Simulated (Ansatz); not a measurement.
`[NH2][Hf]([NH2])([OH])[Cl]` + HCl → `[NH2][Hf]([NH2])([Cl])[Cl]` + H₂O  (ligand exchange at the Hf–O bond)

Computed with Ansatz on PBE0-D4/def2-TZVP structures; ΔE is electronic, products minus reactants. CCSD(T)/CBS is the MP2 limit (def2-TZVPP, def2-QZVPP) plus CCSD(T) − MP2 in def2-TZVPP, frozen cores. This one scheme is used for every species. Functionals use def2-TZVPP. def2 core potentials past Kr. For Hf outer-core shells are correlated without core-valence functions, which leaves a few kJ/mol of doubt a bond. Each species was taken in one conformer, which may not be the lowest.

`[NH2][Hf]([NH2])([OH])[Cl]`:

Cartesian coordinates in Å:
```
N -0.270 1.654 -0.672
Hf -0.376 -0.311 -0.205
N 0.471 -0.483 1.631
O 0.617 -1.257 -1.556
Cl -2.618 -1.111 -0.057
H -0.812 2.385 -0.230
H 0.246 2.052 -1.445
H 0.461 -1.311 2.210
H 0.969 0.249 2.117
H 1.312 -1.865 -1.792
```

HCl:

Z-matrix (Å, degrees):
```
Cl
H 1 1.279
```

`[NH2][Hf]([NH2])([Cl])[Cl]`:

```xyz
9

N    -0.004   -0.831    1.470
Hf    0.626    0.000   -0.251
N    -1.013    0.831   -1.062
Cl    1.459   -1.696   -1.667
Cl    2.223    1.669    0.237
H     0.587   -1.332    2.121
H    -0.948   -0.816    1.826
H    -1.305    1.791   -0.939
H    -1.624    0.385   -1.734
```

H₂O:

```xyz
3

O    -0.060   -0.357   -0.143
H    -0.152   -0.071    0.768
H     0.212    0.428   -0.625
```

(1) Is it downhill or uphill in electronic energy at CCSD(T)/CBS, and by how much? (An estimate is asked.)

(2) What do these levels give: B2PLYP, PBE-QIDH, r2SCANh, CCSD/def2-TZVPP, CCSD(T)/def2-TZVPP, HF/CBS(def2)? (Estimate.)

Largest T1 diagnostic among the species: 0.014.

## Answers

(1) Ansatz gave: Downhill: ΔE = -37.6 kJ/mol.

(2) Computed: B2PLYP -33.2, PBE-QIDH -40.1, r2SCANh -37.9, CCSD/def2-TZVPP -32.9, CCSD(T)/def2-TZVPP -33.9, HF/CBS(def2) -38.9 kJ/mol.

From BLYP to BHLYP (50 % exact exchange), in def2-TZVPP and without D4, ΔE moves by −6.5 kJ/mol. Leaving LDA and LC-ωPBE aside and taking each functional with its dispersion term where it has one, the values, not all of them listed here, spread over 11.8 kJ/mol, from HSE06-D4 to CAM-B3LYP-D4. LDA lies +3.6 kJ/mol from PBE without D4. At CCSD(T), def2-SVP lies +13.8 kJ/mol from the extrapolated value and def2-TZVPP +3.7 kJ/mol.
